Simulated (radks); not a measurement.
Results of a calculation; reference values are marked as such.
Task: The mean radii <r> (bohr) of the occupied orbitals of an atom or ion are listed with their occupations. Code: a radial shooting solver on a logarithmic mesh with Libxc functionals. Model: scalar-relativistic Kohn-Sham, PBE, spin-polarised, spherical densities, point nucleus.

orbital  occ.      <r>
1s          2  0.01631
2s          2  0.06873
2p          6  0.06235
3s          2   0.1775
3p          6   0.1793
3d         10   0.1624
4s          2   0.3916
4p          6   0.4176
4d         10   0.4398
5s          2   0.8771
4f         14   0.4677
5p          6    1.008
5d         10    1.383
6s          2    2.388

Name the element and its charge. Open shells, if any, are filled with parallel spins first.

Result: Z = 81, thallium, charge +1: Tl+ in [Hg]. The 1s radius gives Z: for a bare nucleus <r> = (2 gamma + 1)/(2Z) with gamma = sqrt(1 - (Z/c)^2), 0.01613 bohr for Z = 81, and screening makes it slightly larger (0.01631 here). The occupations add up to 80, and the charge is Z minus that.
